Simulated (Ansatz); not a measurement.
`[F][Sb]([F])[F]` and `F[As](F)F` differ in one element.

Ansatz, PBE0-D4/def2-TZVP geometries, multiplicity 1. 

Elements past krypton have def2 core potentials. Scalar relativity is left out up to krypton.

| property | `[F][Sb]([F])[F]` |
| --- | --- |
| HOMO–LUMO gap (PBE0/def2-TZVPP) / eV | 8.16 |
| size of the dipole moment (B3LYP/def2-TZVPP) / D | 3.84 |
| size of the dipole moment (PBE/def2-TZVPP) / D | 3.54 |
| HOMO energy (B3LYP/def2-TZVPP) / eV | -9.59 |
| HOMO–LUMO gap (ωB97M-V/def2-TZVPP) / eV | 12.19 |
| HOMO energy (PBE/def2-TZVPP) / eV | -8.36 |

**Question.** Give the same properties after the change, and the shifts. (Estimate.)

**Answer.** The calculation gave: 
| property | `F[As](F)F` | shift |
| --- | --- | --- |
| HOMO–LUMO gap (PBE0/def2-TZVPP) / eV | 8.93 | 0.77 |
| size of the dipole moment (B3LYP/def2-TZVPP) / D | 2.53 | -1.31 |
| size of the dipole moment (PBE/def2-TZVPP) / D | 2.27 | -1.27 |
| HOMO energy (B3LYP/def2-TZVPP) / eV | -9.69 | -0.10 |
| HOMO–LUMO gap (ωB97M-V/def2-TZVPP) / eV | 13.29 | 1.10 |
| HOMO energy (PBE/def2-TZVPP) / eV | -8.41 | -0.05 |

With PBE0 the HOMO falls by 0.11 eV and the LUMO rises by 0.67 eV, so the gap widens by about 0.78 eV. PBE moves the HOMO by -0.05 eV and ωB97M-V by -0.17 eV. Dipoles are sizes alone; their direction can turn.

B3LYP here is the variant with VWN-RPA as its local correlation; programs differ in this.

Spin–orbit coupling is left out; it splits and shifts lone-pair levels of the heavy atoms by tenths of an eV.
